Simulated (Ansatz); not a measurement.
```xyz
4

S    -0.0352    0.0234   -0.0267
O     1.4136   -0.0320    0.0265
O    -0.7472    1.2888   -0.0129
O    -0.7399   -1.2796    0.0340
```

Basis set: 6-31G (spherical functions). Left uncorrelated: 8 orbitals. Charge 0, multiplicity 1.

Computed with Ansatz (development build ahead of 0.2.0); each method stands on the lowest determinant of its kind that the runs found. Restricted open shells among the atoms or ions are ROHF, correlated in semicanonical orbitals with singles.

Give the atomization energy at this shape (free ground-state atoms in the same class of orbitals less the molecule, no zero-point energy) of singlet SO₃ by RHF-MP2, RHF.

```csv
method,atomization energy
RHF-MP2,3.24 eV
RHF,-5.73 eV
```

Caution for RHF: the molecule lies well above its atoms at this level.

This basis has no polarisation functions and is too small for such energies, which can lie far from measured ones in either direction.
